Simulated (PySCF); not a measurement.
SiBr2Cl2.
Bonds: Si1–Br2, Si1–Br3, Si1–Cl4, Si1–Cl5.

A GFN2-xTB structure was refined with PBE0-D3(BJ)/def2-SVP geometry optimisation, gas phase (PySCF). Its GFN2-xTB values:

| coordinate | GFN2-xTB |
| --- | --- |
| Si1–Br2 | 2.178 Å |
| Si1–Br3 | 2.097 Å |
| Si1–Cl4 | 2.069 Å |
| Br2–Si1–Br3 | 108.0° |
| Br2–Si1–Cl4 | 107.8° |
| Cl4–Si1–Cl5 | 110.7° |

Task: How do these coordinates change at the PBE0-D3(BJ)/def2-SVP level?

Result: 
```csv
coordinate,PBE0-D3(BJ)/def2-SVP (Å or °),change
Si1–Br3,2.196,+0.099
Si1–Cl4,2.040,-0.029
Si1–Br2,2.196,+0.018
Br2–Si1–Br3,109.9,+1.9
Br2–Si1–Cl4,109.7,+1.9
Cl4–Si1–Cl5,108.9,-1.8
```

The energy falls by 0.147 eV over 5 energy and gradient evaluations, the largest force component goes from 0.0387 to 3.8e-04 Eh/bohr, and the atoms move by 0.066 Å rms after alignment. The bond that changes most is Si1–Br3 (ends: silicon bonded to 2 Br and 2 Cl; bromine bonded to Si), which lengthens by 0.099 Å. Bonds longer at the end by more than 0.005 Å: 3 of 4; shorter: 1. Rotational constants go from 1042, 755.1, 663.7 to 1032, 718.7, 626.2 MHz.

The run used 118 basis functions and 30 SCF cycles in all.

No frequency check.
